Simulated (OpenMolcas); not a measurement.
## OpenMolcas run: S III

Input:

```
&GATEWAY
Coord
1

S 0.0 0.0 0.0
Basis=ANO-RCC-VDZP
Group=XYZ
NoMove
AngMom=0.0 0.0 0.0
AMFI
&SEWARD
* reference wave functions (RASSCF and RASSI steps not shown): 2 electrons in 3 orbitals (3p)
>>> COPY JOB001 $Project.JobIph
&CASPT2
XMultistate=3 1 2 3
Frozen=2 3
IPEA=0.15
Sig2=0.15
MaxIter=60
WThr=0.0 0.3 0.05
PrWF=0.5
NoMix
>>> COPY JOB002 $Project.JobIph
&CASPT2
XMultistate=6 1 2 3 4 5 6
Frozen=2 3
IPEA=0.15
Sig2=0.15
MaxIter=60
WThr=0.0 0.3 0.05
PrWF=0.5
NoMix
```

Launched by
```bash
OMP_NUM_THREADS=1 MOLCAS_MEM=2252 MOLCAS_PROJECT=a pymolcas a.inp > a.log  # once for each step of the input, in one work folder
```

Output, cut to the results:

```
--- CASPT2 ---
Orbital specifications:
      -----------------------

      Symmetry species                           1   2
                                                ag  au
      Frozen orbitals                            2   3
      Inactive orbitals                          1   0
      Active orbitals                            0   3
      Secondary orbitals                         6   3
      Deleted orbitals                           0   0
      Number of basis functions                  9   9
Type of calculation                        XMS-CASPT2
      Fock operator                              state-average
      IPEA shift                                 0.15
      Real shift                                 0.00
      Imaginary shift                            0.00
      Sigma^2 regularizer                        0.15
      The input orbitals will be transformed to quasi-canonical
      The input states will be rotated to diagonalize the Fock operator
Reference energy:        -397.4131356523
      E2 (Non-variational):      -0.0615166039
      Shift correction:           0.0000000192
      E2 (Variational):          -0.0615165847
      Total energy:            -397.4746522370
      Residual norm:              0.0000002379
      Reference weight:           0.96602
      Contributions to the CASPT2 correlation energy
      Active & Virtual Only:         -0.0068744280
      One Inactive Excited:          -0.0392374049
      Two Inactive Excited:          -0.0154047710
Reference energy:        -397.4131356523
      E2 (Non-variational):      -0.0615166039
      Shift correction:           0.0000000192
      E2 (Variational):          -0.0615165847
      Total energy:            -397.4746522370
      Residual norm:              0.0000002379
      Reference weight:           0.96602
      Contributions to the CASPT2 correlation energy
      Active & Virtual Only:         -0.0068744280
      One Inactive Excited:          -0.0392374049
      Two Inactive Excited:          -0.0154047710
::    XMS-CASPT2 Root  1     Total energy:   -397.47465224
::    XMS-CASPT2 Root  2     Total energy:   -397.47465224
::    XMS-CASPT2 Root  3     Total energy:   -397.47465224
--- CASPT2 ---
Orbital specifications:
      -----------------------

      Symmetry species                           1   2
                                                ag  au
      Frozen orbitals                            2   3
      Inactive orbitals                          1   0
      Active orbitals                            0   3
      Secondary orbitals                         6   3
      Deleted orbitals                           0   0
      Number of basis functions                  9   9
Type of calculation                        XMS-CASPT2
      Fock operator                              state-average
      IPEA shift                                 0.15
      Real shift                                 0.00
      Imaginary shift                            0.00
      Sigma^2 regularizer                        0.15
      The input orbitals will be transformed to quasi-canonical
      The input states will be rotated to diagonalize the Fock operator
Reference energy:        -397.3506684227
      E2 (Non-variational):      -0.0670082335
      Shift correction:           0.0000000096
      E2 (Variational):          -0.0670082239
      Total energy:            -397.4176766466
      Residual norm:              0.0000002451
      Reference weight:           0.96190
      Contributions to the CASPT2 correlation energy
      Active & Virtual Only:         -0.0077674942
      One Inactive Excited:          -0.0438359682
      Two Inactive Excited:          -0.0154047711
Reference energy:        -397.3506684227
      E2 (Non-variational):      -0.0670082335
      Shift correction:           0.0000000096
      E2 (Variational):          -0.0670082239
      Total energy:            -397.4176766466
      Residual norm:              0.0000002451
      Reference weight:           0.96190
      Contributions to the CASPT2 correlation energy
      Active & Virtual Only:         -0.0077674942
      One Inactive Excited:          -0.0438359682
      Two Inactive Excited:          -0.0154047711
::    XMS-CASPT2 Root  1     Total energy:   -397.41848352
::    XMS-CASPT2 Root  2     Total energy:   -397.41825342
::    XMS-CASPT2 Root  3     Total energy:   -397.41767665
::    XMS-CASPT2 Root  4     Total energy:   -397.41767665
::    XMS-CASPT2 Root  5     Total energy:   -397.41767665
::    XMS-CASPT2 Root  6     Total energy:   -397.33993322
```

In XMS-CASPT2 the single-state energies belong to rotated reference states; over a whole degenerate manifold the rotation is arbitrary, and only the multistate roots count.

Levels above the lowest, from the spin-orbit matrix with the multistate effective Hamiltonian, averaged by term, added to it:

```csv
Configuration,Term,J,E (eV),Measured (eV),g,Term weight %
3s² 3p²,³P,0,0.0000,0.0000,,100
3s² 3p²,³P,1,0.0321,0.0370,1.501,100
3s² 3p²,³P,2,0.0911,0.1033,1.501,100
3s² 3p²,¹D,2,1.606,1.4038,1.000,100
3s² 3p²,¹S,0,3.730,3.3675,,100
```

Against the 4 measured excited levels shown (NIST levels in Podobedova, Kelleher and Wiese, J. Phys. Chem. Ref. Data 38, 171 (2009)) the mean absolute deviation is 1200 cm-1; the largest miss in energy is 3s² 3p² ¹S₀: computed 3.730, measured 3.3675 eV (+10.8 %), and the largest in proportion 3s² 3p² ¹D₂ (+14.4 %).

CASPT2 breaks the degeneracy within a term, and the mean is taken; among the terms shown or strongly mixed into the levels shown the widest spread is 180 cm-1 (3s² 3p² ¹D). Terms from blocks run as CI alone lack orbitals of their own. With the s shell closed, the reference lacks s² → p² mixing. Measured partners are found by configuration, term and J. A level has none where our copy of the source lacks it or the pairing is in doubt (some pairs that miss far off the trend of their configuration count as doubtful), and it then counts in no deviation. Only configurations of the active space appear.

The CASPT2 steps took 0.83 s on 1 thread of Intel(R) Xeon(R) Platinum 8488C (Sapphire Rapids) (shared host); the integral step is not counted.

The term weight is that of the spin-free term in the level, not the purity of its configuration.
